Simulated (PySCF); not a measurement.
This triplet is an excited state, 0.65 eV above the relaxed singlet at the level B3LYP-D3(BJ)/def2-TZVP // r2SCAN-D4/def2-SVP (PySCF).

```xyz
24

Co     0.0440     0.0380     0.0389
O     -0.3599    -1.9248    -0.8169
H     -0.8758    -2.6595    -0.4314
H     -0.0870    -2.2785    -1.6859
N     -1.7050    -0.1511     1.0367
H     -1.7119    -0.8675     1.7769
H     -2.4824    -0.4192     0.4144
H     -2.0198     0.7112     1.5059
N      1.7640     0.0395    -1.0225
H      2.4806     0.6903    -0.6675
H      1.6743     0.2721    -2.0220
H      2.2164    -0.8873    -1.0113
N      0.4163     2.0421     0.9019
H     -0.3775     2.6944     0.8242
H      1.1923     2.5703     0.4780
H      0.6350     2.0515     1.9086
N     -0.9135     0.8995    -1.5216
H     -0.3503     1.5673    -2.0678
H     -1.7588     1.4286    -1.2612
H     -1.2416     0.1914    -2.1962
N      1.0085    -0.8462     1.5801
H      1.0809    -1.8648     1.4328
H      0.5724    -0.7302     2.5062
H      1.9794    -0.5240     1.7096
```

Charge 3, multiplicity 3.

Problem. Give the Mulliken and meta-Löwdin atomic charges from TPSSh-D3(BJ)/def2-TZVP // r2SCAN-D4/def2-SVP in PySCF.

Solution. 
```csv
atom,Mulliken (e),meta-Löwdin (e)
Co1,0.36,1.25
O2,-0.65,-0.68
H3,0.41,0.40
H4,0.41,0.40
N5,-0.49,-0.53
H6,0.33,0.29
H7,0.34,0.29
H8,0.34,0.29
N9,-0.50,-0.53
H10,0.34,0.29
H11,0.33,0.29
H12,0.34,0.29
N13,-0.61,-0.60
H14,0.32,0.28
H15,0.32,0.28
H16,0.33,0.28
N17,-0.48,-0.53
H18,0.33,0.29
H19,0.33,0.29
H20,0.34,0.30
N21,-0.48,-0.53
H22,0.34,0.30
H23,0.33,0.29
H24,0.34,0.29
```
